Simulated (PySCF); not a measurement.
C2H5ClOSi2, SMILES O[SiH2]C#C[SiH2]Cl.

Coordinates come from a B3LYP-D3(BJ)/def2-SVP optimisation. This is a generated structure with no PubChem entry under its InChIKey; it may be hypothetical. Other conformers were not sampled.

Calculation: B3LYP-D3(BJ)/def2-SVP run with PySCF.

Frequencies are harmonic and unscaled.

```
mode  ν (cm⁻¹)  IR (km/mol)  Raman (Å⁴/amu)  depolarisation    moving atoms (share of kinetic energy)
----  --------  -----------  --------------  --------------  ----------------------------------------
1            6          2.4             0.5            0.75          O 34 %, Si 23 %, H 22 %, Cl 16 %
2           57          2.4             1.1            0.72  Cl 37 %, C 20 %, Si 18 %, O 14 %, H 12 %
3           80          0.2             0.8            0.75           C 41 %, O 22 %, Si 18 %, H 16 %
4          173         20.6             6.4            0.75           H 41 %, C 32 %, Si 14 %, Cl 9 %
5          202         24.2             3.2            0.65                   C 50 %, H 24 %, Cl 12 %
6          256        101.5             2.8            0.73                    H 48 %, C 24 %, O 22 %
7          347          1.9             7.7            0.52                   C 61 %, Si 17 %, H 13 %
8          405         28.1             2.9            0.67                           C 73 %, Si 12 %
9          443         28.3             1.6            0.18                   Si 64 %, C 21 %, H 10 %
10         551         67.9             9.7            0.27                          Si 52 %, Cl 41 %
11         615         47.3             4.8            0.75                   H 70 %, Si 17 %, C 11 %
12         643         75.8             2.1            0.70                   H 70 %, Si 16 %, C 12 %
13         727          9.5             9.5            0.75                                    H 93 %
14         741         29.2            11.7            0.75                                    H 92 %
15         804        234.6             1.6            0.41                    C 63 %, Si 24 %, O 8 %
16         826        274.6             7.2            0.36            H 51 %, O 29 %, Si 12 %, C 8 %
17         879        540.2             8.9            0.75                            H 90 %, Si 8 %
18         906          7.4             9.6            0.60                   H 53 %, O 30 %, Si 16 %
19         930        270.8            36.5            0.58                           H 80 %, Si 15 %
20         956         72.6            26.8            0.62                                    H 95 %
21         966        125.6            15.1            0.75                           H 84 %, Si 13 %
22        2226         21.6           445.0            0.18                            C 77 %, H 21 %
23        2230        109.3            97.4            0.71                            H 76 %, C 22 %
24        2259         76.8           229.4            0.07                                    H 98 %
25        2262         95.2           108.0            0.75                                    H 95 %
26        2280        100.8           192.4            0.18                                    H 97 %
27        3872         93.8            78.5            0.27                                    H 94 %
```
